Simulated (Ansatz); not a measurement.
def2 core potentials replace the inner electrons of Bi.

Level of theory: frozen-core CCSD(T)/def2-TZVPP // PBE0-D3(BJ)/def2-SVP in Ansatz (a program for electronic structure).

Ansatz 0.2 input:
```yaml
crystal:
  periodic: [false, false, false]
  atoms:
    - { symbol: O, position_ang: [-1.730017, 1.165487, -0.644279] }
    - { symbol: Bi, position_ang: [-0.668925, -0.494044, -1.322684] }
    - { symbol: O, position_ang: [-1.139996, -1.8636, 0.175156] }
    - { symbol: C, position_ang: [1.187467, 0.209864, -0.089135] }
    - { symbol: F, position_ang: [2.131309, -0.728128, 0.0204] }
    - { symbol: F, position_ang: [0.777668, 0.5087, 1.161957] }
    - { symbol: F, position_ang: [1.762055, 1.307789, -0.586881] }
    - { symbol: H, position_ang: [-1.436025, 1.41981, 0.241227] }
    - { symbol: H, position_ang: [-0.883635, -1.525977, 1.044239] }
basis:
  gaussian: { orbitals: def2-TZVPP }
correlation:
  method: ccsd_t
```

Output:

```
Functional definition: HF
1873 factors; integrals over basis functions are off by at most 9.0e-4 eV
mean field evaluation 1: about -19062.8560 eV, gradient 6.7e1 eV
mean field evaluation 2: about -19062.9961 eV, gradient 6.7e1 eV
mean field evaluation 4: about -19070.9633 eV, gradient 5.0e0 eV
mean field evaluation 8: about -19071.0702 eV, gradient 5.1e-1 eV
mean field evaluation 16: about -19062.8569 eV, gradient 6.7e1 eV
mean field -19071.07168314 eV, -700.8489575188 hartree, gradient 1.9e-6 eV, S^2 0.000000; 0 other end points of the search recorded, 0 dependent functions left out
10 core orbitals not correlated
reference -19071.07168314 eV, -700.8489575188 hartree; 27, 27 occupied and 227, 227 virtual orbitals, 1873 factors
second order -49.83405972 eV of doubles, -0.00000000 eV of singles
cycle   1  -47.59412556 eV  change     2.2e0 eV  update   1.7e-1
cycle   2  -48.74952146 eV  change    -1.2e0 eV  update   5.7e-2
cycle   3  -49.02003490 eV  change   -2.7e-1 eV  update   2.7e-2
cycle   4  -48.99648505 eV  change    2.4e-2 eV  update   8.8e-3
cycle   5  -48.97908317 eV  change    1.7e-2 eV  update   3.9e-3
cycle   6  -48.98284127 eV  change   -3.8e-3 eV  update   1.5e-3
cycle   7  -48.98336221 eV  change   -5.2e-4 eV  update   5.4e-4
cycle   8  -48.98262987 eV  change    7.3e-4 eV  update   1.9e-4
cycle   9  -48.98265054 eV  change   -2.1e-5 eV  update   7.4e-5
cycle  10  -48.98277148 eV  change   -1.2e-4 eV  update   2.9e-5
cycle  11  -48.98269184 eV  change    8.0e-5 eV  update   1.3e-5
cycle  12  -48.98271517 eV  change   -2.3e-5 eV  update   6.0e-6
perturbative correction -1.66594671 eV, -0.0612224124 hartree
Total energy: -19121.72034502 eV, -702.7102615119 hartree
```

Cost: around 40 core-minutes (rough).
